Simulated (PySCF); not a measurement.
Compound: C7H7N2 (charge +1).
Bonds: C1–C2, C2–C3 (triple), C3–C4, C4–C5 (aromatic), C5–N6 (aromatic), N6–C7 (aromatic), C7–C8 (aromatic), C8–N9 (aromatic), C4–N9 (aromatic). Hydrogens: H10, H11, H12 on C1; H13 on C5; H14 on N6; H15 on C7; H16 on C8.

Structure optimised with GFN2-xTB, isolated species.

Problem. Give the optimised bond lengths and angles.

Solution. 
```csv
bond,length (Å),order
C1–C2,1.424,single
C2≡C3,1.210,triple
C3–C4,1.398,single
C4–C5,1.412,aromatic
C5–N6,1.328,aromatic
N6–C7,1.338,aromatic
C7–C8,1.396,aromatic
C8–N9,1.310,aromatic
C4–N9,1.339,aromatic
"C1–H10, C1–H11, C1–H12",1.090,single
C5–H13,1.079,single
N6–H14,1.020,single
C7–H15,1.078,single
C8–H16,1.081,single
```

Bonds in one row agree within 0.01 Å and their mean is given. Orders are formal, as drawn. A selection of angles:
```csv
angle,degrees
C1–C2–C3,179.1
C2–C3–C4,177.3
C3–C4–C5,121.1
C3–C4–N9,118.8
C5–C4–N9,120.1
C4–C5–N6,118.5
C5–N6–C7,122.0
N6–C7–C8,117.6
C7–C8–N9,122.4
C4–N9–C8,119.4
H14–N6–C5,119.0
H14–N6–C7,118.9
```

C5 (aromatic CH next to a ring nitrogen) is planar (angles 122.0°, 119.4° and 118.5°, sum 360.0°, 0.00 Å off the plane of its three neighbours). The C–N distances run from 1.310 Å (C8–N9, aromatic) to 1.339 Å (C4–N9, aromatic), a spread of 0.029 Å. C8 (aromatic CH next to a ring nitrogen) is planar (angles 122.4°, 121.0° and 116.6°, sum 360.0°, 0.00 Å off the plane of its three neighbours). The 9 heavy atoms lie in one plane (0.002 Å rms). N6 (ring nitrogen) is planar (angles 122.0°, 119.0° and 118.9°, sum 360.0°, 0.00 Å off the plane of its three neighbours). C4 (substituted aromatic carbon) is planar (angles 121.1°, 120.1° and 118.8°, sum 360.0°, 0.00 Å off the plane of its three neighbours). N9 (ring nitrogen) is bent (angle 119.4°).

Whether it is a minimum is left open (no frequencies).

These are computed values.
